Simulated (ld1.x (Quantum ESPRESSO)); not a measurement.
Pseudopotential generation for Zr (Z = 40): ultrasoft, PBE, scalar-relativistic.

The input file (ld1.x (Quantum ESPRESSO) 7.5):

```
&input
   title='Zr', zed=40., rel=1, dft='PBE', iswitch=3,
   config='[Kr] 4d1 5s0 5p0',
   nld=3, rlderiv=2.25, eminld=-8.0, emaxld=5.0, deld=0.04
 /
 &inputp
   pseudotype=3, tm=.true., lloc=-1, rcloc=0.60,
   nlcc=.true., new_core_ps=.true.,
   which_augfun='PSQ', rmatch_augfun_nc=.true.,
   file_pseudopw='Zr.UPF', file_wfcaegen='ae.wfc', file_wfcncgen='nc.wfc', file_beta='beta', file_chi='chi', file_wfcusgen='us.wfc'
 /
6
4S  1  0   2.00   0.00  1.50  1.75  0.0
5S  2  0   0.00   0.00  1.50  1.75  0.0
4P  2  1   6.00   0.00  1.80  2.05  0.0
5P  3  1   0.00   0.00  1.80  2.05  0.0
4D  3  2   1.00   0.00  0.55  0.60  0.0
4D  3  2   0.00   0.75  0.55  0.60  0.0
 &test
   configts(1)='4s2 4p6 4d1 5s0 5p0'
 /
```

Command:

```bash
ld1.x < Zr.in > Zr.out
```

Resulting log (shortened: banner, matrices, multipoles, cross overlaps and the repeated all-electron block are left out):

```
[... start of the log left out ...]
     s(3P/3P) =  1.000000  <r> =   0.4620  <r2> =    0.2488  r(max) =   0.4010
     s(4S/4S) =  1.000000  <r> =   1.2022  <r2> =    1.6353  r(max) =   1.0764
     s(4P/4P) =  1.000000  <r> =   1.3409  <r2> =    2.0524  r(max) =   1.1748
     s(3D/3D) =  1.000000  <r> =   0.4523  <r2> =    0.2475  r(max) =   0.3495
     s(4D/4D) =  1.000000  <r> =   1.8356  <r2> =    3.9448  r(max) =   1.4898
     s(5S/5S) =  1.000000  <r> =   2.9177  <r2> =    9.5087  r(max) =   2.6808
     s(5P/5P) =  1.000000  <r> =   3.3681  <r2> =   12.6906  r(max) =   3.1147

     ------------------------ End of All-electron run ------------------------

     --------------------- Generating US pseudopotential ---------------------

      Generating local potential from pseudized AE potential:
      Matching radius rcloc =   0.6000

      Local pseudo, rcloc= 0.598 Estimated cut-off energy=    66.62 Ry

      Computing core charge for nlcc:

       r > 0.80 : true rho core
      Core charge pseudized with two Bessel functions
      Integrated core pseudo-charge :  14.70
      Wfc-us  4S rcutus= 1.753  Estimated cut-off energy=    17.40 Ry
      Wfc-us  5S rcutus= 1.753  Estimated cut-off energy=    34.50 Ry
      Wfc-us  4P rcutus= 2.036  Estimated cut-off energy=    20.43 Ry
      Wfc-us  5P rcutus= 2.036  Estimated cut-off energy=    38.01 Ry
      Wfc-us  4D rcutus= 0.598  Estimated cut-off energy=   493.61 Ry
      Wfc-us  4D rcutus= 0.598  Estimated cut-off energy=   533.23 Ry
      l=   2 integral=    0.000014187 r(ikk)     0.677815973

 %%%%%%%%%%%%%%%%%%%%%%%%%%%%%%%%%%%%%%%%%%%%%%%%%%%%%%%%%%%%%%%%%%%%%%%%%%%%%%
     Error in routine compute_chi (1):
     chi too large beyond r_c
 %%%%%%%%%%%%%%%%%%%%%%%%%%%%%%%%%%%%%%%%%%%%%%%%%%%%%%%%%%%%%%%%%%%%%%%%%%%%%%

     stopping ...
```

The run stopped because the function χ = (ε − T − V_loc)φ does not vanish beyond the cutoff radius.

The run took about 0.1 s on one core of a shared server CPU.
